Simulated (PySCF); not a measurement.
platinum atom (Pt), triplet (core potentials on Pt); PySCF with DF-B3LYP/def2-SVPD.

PySCF was given this input:
```python
from pyscf import gto, scf, dft

mol = gto.Mole()
mol.atom = '''
    Pt    0.00000000    0.00000000    0.00000000
'''
mol.basis = 'def2-svpd'
mol.ecp = {'Pt': 'def2-svpd'}
mol.spin = 2
mol.verbose = 4
mol.max_memory = 1800
mol.build()

mf = dft.UKS(mol)
mf.xc = 'b3lyp'
mf = mf.density_fit(auxbasis='def2-universal-jkfit')
mf.kernel()
```

What the program printed (banner, timings and long lists left out):

```
PySCF version 2.14.0

[INPUT] verbose = 4
[INPUT] num. atoms = 1
[INPUT] num. electrons = 18
[INPUT] charge = 0
[INPUT] spin (= nelec alpha-beta = 2S) = 2
[INPUT] symmetry False subgroup None
[INPUT] Mole.unit = angstrom
[INPUT] Symbol           X                Y                Z      unit          X                Y                Z       unit  Magmom
[INPUT]  1 Pt     0.000000000000   0.000000000000   0.000000000000 AA    0.000000000000   0.000000000000   0.000000000000 Bohr   0.0

nuclear repulsion = 0
number of shells = 13
number of NR pGTOs = 60
number of NR cGTOs = 35
basis = def2-svpd
ecp = {'Pt': 'def2-svpd'}

******** <class 'pyscf.df.df_jk.DFUKS'> ********
method = DFUKS
initial guess = minao
damping factor = 0
level_shift factor = 0
DIIS = <class 'pyscf.scf.diis.CDIIS'>
diis_start_cycle = 1
diis_space = 8
diis_damp = 0
SCF conv_tol = 1e-09
SCF conv_tol_grad = None
SCF max_cycles = 50
direct_scf = False
number electrons alpha = 10  beta = 8
XC library pyscf.dft.libxc version 7.1.2
    S. Lehtola, C. Steigemann, M. J. T. Oliveira, and M. A. L. Marques,  SoftwareX 7, 1–5 (2018)
XC functionals = b3lyp
    P. J. Stephens, F. J. Devlin, C. F. Chabalowski, and M. J. Frisch,  J. Phys. Chem. 98, 11623 (1994)
radial grids:
    Treutler-Ahlrichs [JCP 102, 346 (1995); DOI:10.1063/1.469408] (M4) radial grids

becke partition: Becke, JCP 88, 2547 (1988); DOI:10.1063/1.454033
pruning grids: <function nwchem_prune>
grids dens level: 3
symmetrized grids: False
atomic radii adjust function: <function treutler_atomic_radii_adjust>
small_rho_cutoff = 0
Set gradient conv threshold to 3.16228e-05
tot grids = 24312
******** <class 'pyscf.df.df.DF'> ********
auxbasis = def2-universal-jkfit
init E= -107.920539754399

cycle= 1 E= -119.091345258914  delta_E= -11.2  |g|= 0.587  |ddm|= 5.54
cycle= 2 E= -118.605444533221  delta_E= 0.486  |g|=  1.2  |ddm|= 2.57
cycle= 3 E= -119.304616237393  delta_E= -0.699  |g|= 0.037  |ddm|= 1.74
cycle= 4 E= -119.305817983638  delta_E= -0.0012  |g|= 0.0061  |ddm|= 0.152
cycle= 5 E= -119.305863489328  delta_E= -4.55e-05  |g|= 0.00137  |ddm|= 0.0204
cycle= 6 E= -119.30588051263  delta_E= -1.7e-05  |g|= 0.00111  |ddm|= 0.0176
cycle= 7 E= -119.305897248843  delta_E= -1.67e-05  |g|= 0.000597  |ddm|= 0.0318
cycle= 8 E= -119.305899294544  delta_E= -2.05e-06  |g|= 0.000253  |ddm|= 0.00881
cycle= 9 E= -119.30590065902  delta_E= -1.36e-06  |g|= 0.000227  |ddm|= 0.00535
cycle= 10 E= -119.305906747789  delta_E= -6.09e-06  |g|= 0.000122  |ddm|= 0.0401
cycle= 11 E= -119.305906975351  delta_E= -2.28e-07  |g|= 5.78e-05  |ddm|= 0.006
cycle= 12 E= -119.30590709092  delta_E= -1.16e-07  |g|= 1.91e-05  |ddm|= 0.00517
cycle= 13 E= -119.305907093518  delta_E= -2.6e-09  |g|= 6.41e-06  |ddm|= 0.000465
cycle= 14 E= -119.305907095161  delta_E= -1.64e-09  |g|= 5.68e-06  |ddm|= 0.000754
cycle= 15 E= -119.305907095597  delta_E= -4.37e-10  |g|= 5.38e-06  |ddm|= 9.49e-05
Extra cycle  E= -119.305907095949  delta_E= -3.52e-10  |g|= 5.29e-06  |ddm|= 4.54e-05
converged SCF energy = -119.305907095949  <S^2> = 2.0002998  2S+1 = 3.0001999
```
